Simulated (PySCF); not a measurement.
C₃H₉F₂NSi₂.
Structure used (GFN2-xTB), in Å, numbered top down from 1:
```xyz
17
C3H9F2NSi2 angstrom
C     -3.2088    0.0617    0.4915
C     -2.1984    0.7329   -0.0309
C     -0.7753    0.4975    0.3148
F     -0.0990    1.7014    0.3855
F     -0.6399   -0.0325    1.5773
Si     0.1810   -0.6691   -0.9330
Si     2.3257   -0.9309   -0.1077
N      2.9351    0.6564    0.1418
H     -3.0536   -0.6791    1.2575
H     -4.2238    0.2354    0.1808
H     -2.3352    1.4841   -0.7948
H     -0.6761   -1.8606   -0.9451
H     -0.0369    0.0018   -2.2205
H      2.3360   -1.8089    1.0790
H      3.2275   -1.5320   -1.0967
H      3.8898    0.7945    0.4315
H      2.3448    1.3594    0.5581
```

Method: PySCF 2.14.0, density-fitted response routines, TDDFT CAM-B3LYP/def2-SVPD, vertical, gas phase, core orbitals frozen in the response.

Transition dipole moments from the ground state, in atomic units and in the frame of the coordinates above (overall signs are arbitrary), for the states with f of 0.002 or more among the lowest 7:

| state | E (hartree) | μx | μy | μz |
| --- | --- | --- | --- | --- |
| S1 | 0.2172 | 0.374 | 0.026 | -0.284 |
| S2 | 0.2325 | 1.316 | -0.166 | -0.317 |
| S3 | 0.2488 | -0.501 | 0.218 | -0.115 |
| S4 | 0.2634 | 0.289 | 0.198 | 0.031 |
| S5 | 0.2656 | 0.152 | -0.153 | 0.092 |
| S6 | 0.2685 | 0.340 | -0.039 | 0.141 |
| S7 | 0.2757 | 0.549 | 0.259 | -0.137 |

(1) Work out the oscillator strengths.

(2) Which bond between heavy atoms lies closest to the direction of the S2 transition dipole?

(3) What angle do the transition dipoles of S2 and S4 make?

(4) How is the summed strength of these states shared among x, y and z?

(5) What peak molar absorption coefficient would the strongest computed level give as a lone Gaussian band 0.3 eV wide at half height?

Results:

(1) f = (2/3) ΔE |μ|² with ΔE in hartree (27.2114 eV).

| state | \|μ\|² (au) | \|μ\| (D) | f |
| --- | --- | --- | --- |
| S1 | 0.221 | 1.19 | 0.032 |
| S2 | 1.860 | 3.47 | 0.288 |
| S3 | 0.312 | 1.42 | 0.052 |
| S4 | 0.124 | 0.89 | 0.022 |
| S5 | 0.055 | 0.60 | 0.010 |
| S6 | 0.137 | 0.94 | 0.024 |
| S7 | 0.388 | 1.58 | 0.071 |

(2) C2–C3, at 27° from it; next Si6–Si7 at 34°.

(3) |cos θ| = |μa·μb| / (|μa| |μb|) = 0.70, so θ ≈ 45° (taken between 0 and 90°, since the signs are arbitrary).

(4) (2/3) Σ ΔE μα² gives 0.425 for x, 0.036 for y and 0.038 for z, 0.499 in all.

(5) ε(max) = 2.175×10⁸ f / FWHM, with the width in cm⁻¹. S2: 2.175×10⁸ × 0.2884 / 2420 ≈ 26000 L mol⁻¹ cm⁻¹.

On Arm Neoverse N1, one thread (shared host), this took 2.0 min wall and 1.2 GiB of memory at its peak.

One conformer stands for the species.
